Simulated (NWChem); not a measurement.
Molecule: C2H5NOSi; SMILES O[Si@@H]1C=NC1

```xyz
10

O      0.0288    -2.0635     0.3519
Si     0.0290    -0.5485    -0.3781
C      1.1003     0.9444     0.0983
N      0.1025     1.7742     0.1827
C     -1.1208     0.9222     0.0859
H      0.0311    -2.0592     1.3251
H      0.0769    -0.8757    -1.8435
H      2.1452     1.3037     0.1827
H     -1.8568     1.3220    -0.6435
H     -1.6268     0.8769     1.0733
```
Atoms are numbered in this order, from 1.

Results from NWChem. The geometry was optimised at PBE-D3(BJ)/def2-SVP. Level PBE0/def2-SVPD: single points from the atomic guess with DIIS by default; each run changes one setting, and all converged runs end within 0.3 mHa of each other. cgmin counts macro-iterations, each dearer than a DIIS step.

### Question
Which setting needs the most SCF iterations, or fails (defaults; no DIIS, 40 % damping; quadratically convergent solver (cgmin); level shift of 0.5 Ha throughout; occupation smearing of 0.005 Ha; DIIS on 20 Fock matrices)?

### Answer
no DIIS, 40 % damping, with 62 against 8 for the defaults.
| setting | SCF iterations |
|---|---|
| defaults | 8 |
| quadratically convergent solver (cgmin) | 5 |
| occupation smearing of 0.005 Ha | 8 |
| no DIIS, 40 % damping | 62 |
| DIIS on 20 Fock matrices | 8 |
| level shift of 0.5 Ha throughout | 13 |
